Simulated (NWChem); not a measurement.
# C4H4ClF; SMILES C(F)=C=C(Cl)C

Give the equilibrium geometry at PBE-D3(BJ)/def2-SVP (NWChem) as an XYZ file, with the point group.

point group C1; any orientation.
```
10

C     -1.7442     1.1907     0.1534
C     -0.3872     0.5789    -0.0317
Cl     0.9373     1.7516     0.0600
C     -0.1168    -0.6942    -0.2460
C      0.1318    -1.9603    -0.5146
F      0.3515    -2.8966     0.4321
H     -2.5329     0.4174     0.0975
H     -1.8023     1.7010     1.1367
H     -1.9275     1.9584    -0.6264
H      0.1833    -2.3798    -1.5357
```
